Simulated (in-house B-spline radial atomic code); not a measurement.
## OEP/ALDAx excitations of P5+

Method: OEP/ALDAx. Computed with a B-spline radial code for spherical atoms: linear response of the closed shell [He] 2s2 2p6 with the adiabatic LDA exchange kernel on the exchange-only optimised effective potential; scalar-relativistic (spin-free one-electron X2C), finite nucleus, no spin-orbit coupling, no double excitations, S, P, D and F terms only. Only terms of natural parity with L up to 3 were computed.

Command:
```bash
python run_td.py task.json out
```
Settings (radii: box in bohr, nucleus in fm):
```
Z                        15
electrons                10
configuration            [He] 2s2 2p6
hamiltonian              x2c
method                   oep
box_radius               16.35
rms_radius               3.1889
intervals                105
```

Time taken, with all properties: 0.4 s on 1 thread of Intel(R) Xeon(R) Platinum 8488C (Sapphire Rapids), with other jobs on the host.

The lowest states, in the order of their Tamm-Dancoff energies; the method's threshold (minus the highest occupied level) is 222.31 eV. Labels give the largest channel, * marks a mixed state, and oscillator strengths are full-response dipole values. Semilocal kernels can invert the small singlet-triplet splittings of Rydberg terms. Energies in eV:

```tsv
state	full response	Tamm-Dancoff	oscillator strength
2p → 3s 3P	135.18	135.19	-
2p → 3s 1P	136.51	136.54	0.22
2p → 3p 3S	145.67	145.71	-
2p → 3p 3D	?	?	-
2p → 3p 1D	148.14	148.15	-
2p → 3p 1S	154.35	154.90	-
2p → 3d 3P	161.58	161.59	-
2p → 3d 3F	?	?	-
2p → 3d 1F	162.78	162.79	-
2p → 3d 1P	165.33	165.46	1.4
2p → 4s 3P	179.77	179.77	-
2p → 4s 1P	180.16	180.17	0.0363
2p → 4p 3S	183.51	183.53	-
2p → 4p 3D	184.11	184.11	-
2p → 4p 1D	184.44	184.44	-
```

Q: Where does 2p → 3d 3F lie?

A: At 162.05 eV in full response, 162.06 eV in Tamm-Dancoff.

Q: Where does 2p → 3p 3D lie?

A: At 147.12 eV in full response, 147.13 eV in Tamm-Dancoff.

Q: How large is the singlet-triplet splitting of 2p → 3s (P terms) in Tamm-Dancoff?

A: 1.34 eV, from the unrounded values.

Q: What polarisabilities and dispersion coefficient does the method give?

A: Dipole 0.1064 bohr³, quadrupole 0.05361 bohr⁵, C6 0.06428 hartree·bohr⁶ for two such species.
